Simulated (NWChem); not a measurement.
System meant: C2H4Si; SMILES C#C[SiH3]

NWChem input:

```
start job
memory heap 200 mb stack 900 mb global 1100 mb
geometry units angstroms noautoz
  Si     0.000000     0.000000    -1.054181
  C      0.000000     0.000000     0.780143
  C      0.000000     0.000000     1.996835
  H     -1.146351    -0.813918    -1.552392
  H     -0.131698     1.399729    -1.552392
  H      1.278050    -0.585810    -1.552392
  H      0.000000     0.000000     3.072720
end
basis spherical
  Si library def2-svp
  C library def2-svp
  H library def2-svp
end
dft
  xc b3lyp
  iterations 150
end
tddft
  cis
  nroots 4
  notriplet
end
task tddft energy
```

End of the output:

```
 Vector   18  Occ=0.000000D+00  E= 4.307002D-02  Symmetry=a1
              MO Center= -8.3D-17, -5.6D-17, -1.4D+00, r^2= 3.7D+00
   Bfn.  Coefficient  Atom+Function         Bfn.  Coefficient  Atom+Function
  ----- ------------  ---------------      ----- ------------  ---------------
    13      1.574550  1 Si pz                21     -0.835467  2 C  s
    27      0.727760  2 C  pz                48      0.454034  4 H  s
    53      0.454034  5 H  s                 58      0.454034  6 H  s
    63     -0.258263  7 H  s                 41      0.217891  3 C  pz
    10      0.205470  1 Si pz                 3     -0.203338  1 Si s

 center of mass
 --------------
 x =  -0.00000000 y =   0.00000000 z =   0.05529360

 moments of inertia (a.u.)
 ------------------
         378.329821332839          -0.000000000000           0.000000000000
          -0.000000000000         378.329821332839           0.000000000000
           0.000000000000           0.000000000000          21.341231148968

     Multipole analysis of the density
     ---------------------------------

     L   x y z        total         alpha         beta         nuclear
     -   - - -        -----         -----         ----         -------
     0   0 0 0     -0.000000    -15.000000    -15.000000     30.000000

     1   1 0 0      0.000000      0.000000      0.000000      0.000000
     1   0 1 0     -0.000000     -0.000000     -0.000000      0.000000
     1   0 0 1      0.158039      0.079020      0.079020     -0.000000

     2   2 0 0    -20.642870    -15.615318    -15.615318     10.587766
     2   1 1 0      0.000000      0.000000      0.000000      0.000000
     2   1 0 1      0.000000      0.000000      0.000000     -0.000000
     2   0 2 0    -20.642870    -15.615318    -15.615318     10.587766
     2   0 1 1      0.000000      0.000000      0.000000      0.000000
     2   0 0 2    -15.663315   -114.610027   -114.610027    213.556739

 ------------------------------------------------------------------------
 tddft_init: non-Abelian symmetry not permitted                   0
 ------------------------------------------------------------------------
 ------------------------------------------------------------------------
  current input line :
    26: task tddft energy
 ------------------------------------------------------------------------
 ------------------------------------------------------------------------
 There is an error related to the specified geometry
 ------------------------------------------------------------------------
 For more information see the NWChem manual at https://nwchemgit.github.io

0:tddft_init: non-Abelian symmetry not permitted:Received an Error in Communication
```

### Question
Can this run be used? If not, why, and what is the fix?

### Answer
The program stopped with an error. Cause: the TDDFT module takes Abelian point groups alone, and the geometry was found to have a non-Abelian one. This input runs:
```
start job
memory heap 200 mb stack 900 mb global 1100 mb
geometry units angstroms noautosym nocenter noautoz
  Si     0.000000     0.000000    -1.054181
  C      0.000000     0.000000     0.780143
  C      0.000000     0.000000     1.996835
  H     -1.146351    -0.813918    -1.552392
  H     -0.131698     1.399729    -1.552392
  H      1.278050    -0.585810    -1.552392
  H      0.000000     0.000000     3.072720
end
basis spherical
  * library def2-svp
end
dft
  xc b3lyp
  iterations 150
end
tddft
  cis
  nroots 4
  notriplet
end
task tddft energy
```
It converges to -367.91045 Ha (B3LYP/def2-SVP, TDA).
